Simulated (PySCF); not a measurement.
Bonds broken one at a time in the series Ga Cl-OH. Isolated molecules, 0 K electronic values unless said otherwise. One relaxed conformer stands for each flexible species; it need not be the lowest. Strings in code marks are SMILES.

Calculation: B3LYP-D3(BJ)/def2-TZVP // PBE0-D4/def2-TZVP (PySCF). B3LYP has the VWN-RPA correlation part, as in Gaussian. 

```tsv
species	highest occupied spin orbital (eV)	dipole moment (D)
whole molecule (`[Cl][Ga]([Cl])[Cl]`)	–	___
radical fragment (`[Cl][Ga][Cl]`)	-6.84	1.74
whole molecule (`[OH][Ga]([Cl])[Cl]` (H–O–Ga–Cl torsion 180°))	–	–
radical fragment (`[OH][Ga][Cl]` (H–O–Ga–Cl torsion 180°))	-6.52	–
```

Question: What belongs in the gaps?

Answer: 
- whole molecule (`[Cl][Ga]([Cl])[Cl]`), dipole moment (D): 0.00
